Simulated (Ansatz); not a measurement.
Reaction (redistribution): `[SiH3][SiH2][BH][GeH3]` + `C=CN([SiH3])[SiH2]Cl` → `C=C[N]([GeH3])[SiH2]Cl` + `[SiH3]B[SiH2][SiH3]`

Gas-phase electronic energies from Ansatz, PBE0-D4/def2-TZVP geometries. CCSD(T)/CBS is the MP2 limit (def2-TZVPP, def2-QZVPP) plus CCSD(T) − MP2 in def2-TZVPP, frozen cores. Functionals use def2-TZVPP. B3LYP here is the variant with VWN-RPA as its local correlation; programs differ in this. For Ge outer-core shells are correlated without core-valence functions, which leaves a few kJ/mol of doubt a bond. Scalar relativity is left out up to krypton. One conformer a species, not always the lowest.

Question: Is it downhill or uphill in electronic energy at CCSD(T)/CBS, and by how much? (Estimate.)

Answer: Ansatz gave: Uphill: ΔE = +9.0 kcal/mol.

Question: What do these levels give: r2SCAN-D4, PBE0-D4, ωB97X-V, B2PLYP, PBE, B3LYP, HF/def2-TZVPP, CCSD/def2-TZVPP, CCSD(T)/def2-TZVPP, MP2/def2-QZVPP, MP2/CBS(def2), CCSD/CBS(def2)? (Estimate.)

Answer: Computed: r2SCAN-D4 8.6, PBE0-D4 8.3, ωB97X-V 8.5, B2PLYP 8.4, PBE 7.2, B3LYP 8.2, HF/def2-TZVPP 8.7, CCSD/def2-TZVPP 8.6, CCSD(T)/def2-TZVPP 8.3, MP2/def2-QZVPP 9.3, MP2/CBS(def2) 9.6, CCSD/CBS(def2) 9.2 kcal/mol.

Largest T1 diagnostic among the species: 0.015.

From PBE to PBE0 (25 % exact exchange), in def2-TZVPP and without D4, ΔE moves by +0.9 kcal/mol.
